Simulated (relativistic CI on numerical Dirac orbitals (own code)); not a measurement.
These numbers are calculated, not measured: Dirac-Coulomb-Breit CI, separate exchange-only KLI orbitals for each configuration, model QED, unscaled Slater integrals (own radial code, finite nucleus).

CI space: 1s2, 1s.2s, 1s.2p, 1s.3s, 1s.3p, 1s.3d, 1s.4s, 1s.4p, 1s.4d, 1s.4f, 1s.5s, 1s.5p, 1s.5d, 1s.5f, 1s.5g, 1s.6s, 1s.6p, 1s.6d. Levels of other configurations are missing.

At this charge energies of transitions that change n are usually good to better than 1 %, and those within a shell (Δn = 0) to a few per cent.

Outline of the computed level scheme of Cr XXIII. Lowest level of each configuration: 1s2 1S_0 at 0.00 eV; 1s.2s 3S_1 at 5625.53 eV; 1s.2p 3P°_0 at 5651.87 eV; 1s.3s 3S_1 at 6663.95 eV; 1s.3p 3P°_0 at 6671.22 eV; 1s.3d 3D_2 at 6678.64 eV; 1s.4s 3S_1 at 7023.37 eV; 1s.4p 3P°_0 at 7026.37 eV; 1s.4d 3D_2 at 7029.46 eV.

Some strong electric-dipole decays among the lowest 27 levels: 1s.2p 1P°_1 → 1s2 1S_0 (3.4e+14 s⁻¹); 1s.3p 1P°_1 → 1s2 1S_0 (9.6e+13 s⁻¹); 1s.4p 1P°_1 → 1s2 1S_0 (4.0e+13 s⁻¹); 1s.2p 3P°_1 → 1s2 1S_0 (2.3e+13 s⁻¹); 1s.3d 3D_3 → 1s.2p 3P°_2 (1.8e+13 s⁻¹); 1s.3d 1D_2 → 1s.2p 1P°_1 (1.5e+13 s⁻¹); 1s.3d 3D_2 → 1s.2p 3P°_1 (1.3e+13 s⁻¹); 1s.3d 3D_1 → 1s.2p 3P°_0 (1.0e+13 s⁻¹).

LS names give the leading component of a level, which can be under half, so a name can repeat, a term be missing and a line seem to break the LS rules.
